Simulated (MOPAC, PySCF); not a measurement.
CH$_{3}$F$_{3}$Ge, SMILES `F[C](F)(F)[GeH3]`, neutral singlet in the gas phase. 

Cartesian coordinates (Å):
```xyz
8

F      1.4859     1.1870     0.4332
C      0.9838     0.0368    -0.0722
F      1.5786    -0.9781     0.5960
F      1.4002    -0.0420    -1.3571
Ge    -1.0271    -0.0384     0.0754
H     -1.3697     0.0226     1.5666
H     -1.4738    -1.3593    -0.5573
H     -1.5780     1.1714    -0.6846
```
Charge 0, spin multiplicity 1.

All levels are single points at this geometry (B3LYP-D3(BJ)/def2-TZVP); Pople sets use spherical d functions. Orbital energies aren't observables, and empty levels follow the basis.

| level | HOMO (eV) | LUMO (eV) | gap (eV) | dipole (D) | vertical IE, Delta-SCF (eV) |
|---|---|---|---|---|---|
| ωB97X-D3(BJ)/def2-TZVP in PySCF | -11.84 | 2.37 | 14.21 | 2.34 | 11.90 |
| B3LYP/6-311+G** (LANL2DZ on Ge) in PySCF | -9.37 | -0.15 | 9.22 | 2.62 | – |
| PBE/6-31G* in PySCF | -7.44 | -0.19 | 7.25 | 1.61 | 10.94 |
| SVWN5/6-31G* in PySCF | -7.61 | -0.39 | 7.22 | 1.70 | 11.15 |
| HF/STO-3G in PySCF | -9.09 | 11.13 | 20.22 | 2.05 | – |
| PM3 in MOPAC | -12.04 | -1.73 | 10.32 | 2.74 | – |
